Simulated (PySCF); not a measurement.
## PtC: from constants to spectrum

RHF-CCSD(T) constants of PtC, ¹Σ⁺ (singlet), closed shell (Pt def2-TZVPP with ECP60, C def2-TZVPP; scalar-relativistic core potentials (PySCF 2.14); masses 194.9648 and 12.0000 u):

- ωe: 1063.9 cm⁻¹
- ωexe: 4.54 cm⁻¹
- Be: 0.52965 cm⁻¹
- αe: 0.00312 cm⁻¹
- D (centrifugal): 5.25e-07 cm⁻¹
- De to Pt (5d9 6s1) + C: 6.49 eV

Question: Give the vibrational terms G(v) and spacings up to v = 6.

Answer: G(v) = ωe(v+½) − ωexe(v+½)².

```tsv
v	G(v) (cm⁻¹)	G(v) − G(v−1)	Bv (cm⁻¹)
0	530.8		0.5281
1	1585.6	1054.8	0.5250
2	2631.4	1045.7	0.5218
3	3668.0	1036.7	0.5187
4	4695.6	1027.6	0.5156
5	5714.1	1018.5	0.5125
6	6723.5	1009.4	0.5094
```

Question: How well does the Morse estimate ωe²/(4ωexe) reproduce De, and what is D0?

Answer: It gives 7.73 eV, 119 % of the computed De. D0 = De − G(0) = 6.49 − 0.07 = 6.42 eV.

Correlated steps freeze 1 core orbital. These are scalar-relativistic numbers at best; spin–orbit coupling would shift them, the dissociation energy most. Where the molecule has an RHF reference, its open-shell atoms are computed with UHF. The CCSD T1 diagnostic is raised, a sign that a single reference may not be enough here.
